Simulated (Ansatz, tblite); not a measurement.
Spin states of AgGe2, each relaxed with PBE-D4/def2-TZVP in Ansatz. Electronic energies in the gas phase.

In the def2 sets Ag takes a core potential; there is no spin–orbit coupling. The xTB rows come from tblite. Correlated methods freeze 18 core orbitals; core or outer-core shells of Ag, Ge are correlated, in sets that lack core-valence functions. The rows differ in basis, and correlated rows in double-zeta sets carry the largest basis error. In CCSD on the charge 0 quartet the largest single amplitude is 0.19, so its Hartree–Fock determinant may place the open shell otherwise than the density functionals do. HOMO above LUMO, or a gap near zero within one spin, warns that the state may not be the lowest or that an electron is smeared out. The structure comes from a short search, and lower isomers may exist.

Doublet geometry (C2v within 0.1 Å):

```xyz
3

Ag    1.445   -0.482   -0.016
Ge   -0.370    1.287    0.346
Ge   -1.075   -0.805   -0.331
```

Quartet geometry (C2v within 0.1 Å):

```xyz
3

Ag   -0.598   -0.929   -0.926
Ge   -0.905    0.781    0.923
Ge    1.503    0.148    0.004
```

Run but left out: HF/def2-SVP, HF/def2-TZVP, MP2/def2-SVP, MP2/def2-TZVP (quartet: ⟨S²⟩ 4.14 to 4.17, where a pure state has 3.75).

Only these spin states were relaxed.

| level | quartet − doublet (kJ/mol) | lowest of these | remarks |
| --- | --- | --- | --- |
| GFN1-xTB | 172.8 | doublet | – |
| GFN2-xTB | 166.7 | doublet | – |
| PBE-D4/def2-TZVP | 119.3 | doublet | – |
| BLYP-D4/def2-TZVP | 121.6 | doublet | gap within one spin near zero (doublet), gap within one spin near zero (quartet) |
| r2SCAN-D4/def2-TZVP | 121.5 | doublet | – |
| B97M-V/def2-TZVP | 125.7 | doublet | – |
| PBE0-D4/def2-TZVP | 119.7 | doublet | – |
| r2SCAN0-D4/def2-TZVP | 119.6 | doublet | – |
| BHLYP-D4/def2-TZVP | 127.9 | doublet | – |
| RPA@PBE/def2-TZVP | 130.8 | doublet | – |
| CCSD/def2-SVP | 120.3 | doublet | spin-contaminated (⟨S²⟩ 4.14) (quartet) |
| CCSD(T)/def2-SVP | 120.8 | doublet | spin-contaminated (⟨S²⟩ 4.14) (quartet) |

| state | donor atoms | mean metal–ligand distance (Å) | range (Å) | Mulliken spin on the metal (PBE0) |
| --- | --- | --- | --- | --- |
| doublet | 2 | 2.560 | 2.56–2.56 | -0.01 |
| quartet | 2 | 2.537 | 2.54–2.54 | 0.10 |

⟨S²⟩ at PBE0-D4/def2-TZVP: doublet 0.76 (pure 0.75), quartet 3.77 (pure 3.75). The unpaired electrons of the doublet sit mostly on the ligands. The unpaired electrons of the quartet sit mostly on the ligands.

Change of the quartet − doublet gap on mixing in exact exchange, in kJ/mol: PBE to PBE0 (25 % exact exchange) 0.4; BLYP to BHLYP (50 % exact exchange) 6.4; r2SCAN to r2SCAN0 (25 % exact exchange) -1.9.

The xTB methods have no term that favours high spin, so they put low spin too low.
